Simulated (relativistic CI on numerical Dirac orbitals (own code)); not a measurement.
## What each ingredient does to the levels of Sr VII

Base calculation: Dirac-Coulomb-Breit CI, KLI orbitals optimised for each configuration, model QED, unscaled Slater integrals.

CI space (outside the closed core [Ar] 3d10): 4s2 4p2, 4s 4p3, 4s2 4p 4d, 4p4, 4s 4p2 4d, 4s2 4p 4f, 4s2 4p 5s, 4s 4p2 4f, 4s2 4p 5p, 4p3 4d, 4s2 4p 5d, 4s 4p 4d2, 4s 4p2 5s, 4s2 4p 6s, 4s2 4d 4f, 4s2 4p 6p, 4s2 4p 5f, 4s 4p2 5p, 4s2 4p 5g, 4s2 4p 6d, 4p3 4f, 4s2 4p 7s, 4s 4p 5s2, 4s2 4p 7p, 4s2 4p 6f, 4s 4p2 5d, 4s2 4d 5p, 4s 4p2 6s, 4s2 4d2, 4s 4d3, 4s 4d2 4f, 4p2 4d2, 4p 4d3, 4p 4d2 4f, 4p 4d2 5s, 4s2 4f2, 4s 4d 4f2, 4s 4f3, 4p2 4f2, 4p 4d 4f2, 4p 4f3, 4p 4f2 5s, 4s2 4d 5s, 4s 4d2 5s, 4s 4d 4f 5s, 4s 4p 4d 4f, 4s 4p 5s 5p, 4s 4d 5s 5p, 4p 4d 5s 5p, 4s 4f 5s 5p, 4s 5s2 5p, 4p 4f 5s 5p, 4p2 4d 5s, 4p 4d 4f 5s, 4p 4d 5s2. Double excitations out of closed p, d and f shells are left out; levels of such configurations are missing from the list, as are those of other unlisted configurations, and high levels can miss mixing partners. These lack a partner that the ground configuration has and come out too high: 4s 4p2 5p, 4s 4p2 5d, 4s 4p2 6s, 4s2 4p 5p, 4s2 4p 5d.

Variants: (1) valence Slater integrals scaled by 0.9; (2) one mean potential for all configurations; (3) only the first 3 configurations. Shifts of the energy above 4s2 4p2 3P_0, in cm⁻¹, for the lowest level and the first level of each name with at least 55 % of one term (blank where a level changes its place among those of its configuration and J or its character, or is not in the variant):

| Level | Base | Δ(1) | Δ(2) | Δ(3) | Measured |
| --- | --- | --- | --- | --- | --- |
| 4s2 4p2 3P_0 | 0.0 | 0.0 | 0.0 | 0.0 | 0.0 |
| 4s2 4p2 3P_1 | 6465.3 | +219.1 | -12.6 | +11.1 | 6845.0 |
| 4s2 4p2 3P_2 | 12279.3 | +28.1 | -13.9 | +396.3 | 12545.0 |
| 4s2 4p2 1D_2 | 28954.7 | -968.9 | -4.9 | +2175.4 | 28490.0 |
| 4s2 4p2 1S_0 | 54265.2 | -3225.2 | +42.8 | +4833.1 | 51814.0 |
| 4s 4p3 5S°_2 | 123762.6 | +4905.2 | -78.6 | -11922.2 |  |
| 4s 4p3 3D°_1 | 166222.1 | +1698.9 | -37.4 | -6753.9 | 167806.0 |
| 4s 4p3 3D°_2 | 166402.6 | +1672.4 | -36.3 | -6818.1 | 167977.0 |
| 4s 4p3 3D°_3 | 168678.2 | +1798.9 | -36.5 | -6749.6 | 170427.0 |
| 4s 4p3 3P°_0 | 190725.9 | -488.6 | -5.9 | -6728.3 | 190425.0 |
| 4s 4p3 3P°_1 | 191441.7 | -407.7 | -7.3 | -6675.2 | 191215.0 |
| 4s 4p3 3P°_2 | 192246.5 | -218.5 | -10.7 | -6592.5 | 192193.0 |
| 4s 4p3 1D°_2 | 214079.6 | +28.8 | +6.6 | -1753.5 | 213095.0 |
| 4s 4p3 3S°_1 | 242180.1 | -5880.3 | +119.5 | +1361.1 | 232870.0 |

At this charge configurations can still be misplaced by up to about 7 % of their energy. 13 of the 13 excited levels that our extract of the measured tables holds in this range could be paired (the sources list more); they are missed by 2125 cm⁻¹ on average and 9310 at most, and levels without a partner can miss by more.

Measured levels: Sansonetti, J. Phys. Chem. Ref. Data 41, 013102 (2012).

Ionisation energy from the two ground configurations alone: base 104.086 eV; valence Slater integrals scaled by 0.9 103.996 eV. The NIST ASD value (theoretical) is 104 eV.

LS names give the leading component of a level, which can be under half, so a name can repeat, a term be missing and a line seem to break the LS rules.
